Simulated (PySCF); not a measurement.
How methods differ on the excitation energy of Zr

Zr [Kr] 4d2 5s2 (3F) → Zr [Kr] 4d3 5s1 (5F), as a difference of total energies. All numbers are calculated (PySCF 2.14, scalar relativity through the core potential, in aug-cc-pwCVDZ-PP with ECP28MDF (6s6p5d3f, 70 functions)). Correlated levels: valence: 4s2 4p6 frozen. The calculations carry no spin-orbit coupling.

```tsv
method	excitation energy (eV)
UHF	0.001
MP2 (valence)	0.451
SCS-MP2 (valence)	0.916
CCSD (valence)	0.591
CCSD(T) (valence)	0.645
```

Question: How much does correlation contribute at CCSD(T) (valence)?

Answer: 0.645 − (0.001) = 0.644 eV, measured against UHF.

Errors of the correlated levels include the incompleteness of this basis and the frozen core.

For comparison: 0.588 eV (measured; NIST levels, between the centres of gravity of the two terms).
